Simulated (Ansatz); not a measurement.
Coupled-cluster run, AlH5N2OSi.

```yaml
crystal:
  periodic: [false, false, false]
  atoms:
    - {symbol: N, position_ang: [-2.153796, -0.555459, -0.940928]}
    - {symbol: Al, position_ang: [-0.586209, -0.096729, -0.309240]}
    - {symbol: N, position_ang: [0.596349, -0.633402, 0.914254]}
    - {symbol: Si, position_ang: [1.591582, 0.705945, 0.428714]}
    - {symbol: O, position_ang: [0.489752, 1.204705, -0.710326]}
    - {symbol: H, position_ang: [-2.697923, -1.342172, -0.629537]}
    - {symbol: H, position_ang: [-2.636071, -0.060578, -1.672831]}
    - {symbol: H, position_ang: [0.747406, -1.339021, 1.610252]}
    - {symbol: H, position_ang: [1.828982, 1.730909, 1.481574]}
    - {symbol: H, position_ang: [2.903129, 0.334501, -0.169033]}
basis:
  gaussian: {orbitals: def2-TZVPP}
correlation: {method: ccsd_t}
```

```sh
$ ansatz run in.yaml --threads 4 --pin off --events-out ev --progress --plain --max-ram 10444MiB
```

Output of Ansatz, abridged:

```
Functional definition: HF
1465 factors; integrals over basis functions are off by at most 9.4e-4 eV
mean field evaluation 1: about -19525.3890 eV, gradient 6.1e1 eV
mean field evaluation 2: about -19525.6369 eV, gradient 6.1e1 eV
mean field evaluation 4: about -19532.6892 eV, gradient 4.1e0 eV
mean field evaluation 8: about -19532.7771 eV, gradient 3.9e-1 eV
mean field evaluation 16: about -19532.7779 eV, gradient 1.6e-6 eV
mean field -19532.77792400 eV, -717.8163489148 hartree, gradient 1.6e-6 eV, S^2 0.000000; 0 other end points of the search recorded, 0 dependent functions left out
13 core orbitals not correlated: weight in the atoms' cores, before any rotation towards them, 1.000 or more for the frozen orbitals, at most 0.000 for the correlated occupied ones
reference -19532.77792400 eV, -717.8163489148 hartree; 14, 14 occupied and 220, 220 virtual orbitals, 1465 factors
second order -23.05772802 eV of doubles, -0.00000000 eV of singles
cycle   1  -23.11772425 eV  change   -6.0e-2 eV  update   1.0e-1
cycle   2  -23.65214133 eV  change   -5.3e-1 eV  update   3.1e-2
cycle   3  -23.78356360 eV  change   -1.3e-1 eV  update   1.5e-2
cycle   4  -23.77043803 eV  change    1.3e-2 eV  update   3.5e-3
cycle   5  -23.76897662 eV  change    1.5e-3 eV  update   1.5e-3
cycle   6  -23.76976867 eV  change   -7.9e-4 eV  update   4.6e-4
cycle   7  -23.76951615 eV  change    2.5e-4 eV  update   1.5e-4
cycle   8  -23.76944456 eV  change    7.2e-5 eV  update   4.6e-5
cycle   9  -23.76945085 eV  change   -6.3e-6 eV  update   1.7e-5
perturbative correction -0.92711660 eV, -0.0340709068 hartree
Total energy: -19557.47449146 eV, -718.7239310287 hartree
```

Run time 82 s (4 threads of an Arm Neoverse V2 on a shared host); peak host memory 4.9 GiB.

MP2 recovers 93.4 % of the CCSD(T) correlation energy and the triples give 3.8 %; T1 = 0.0120.
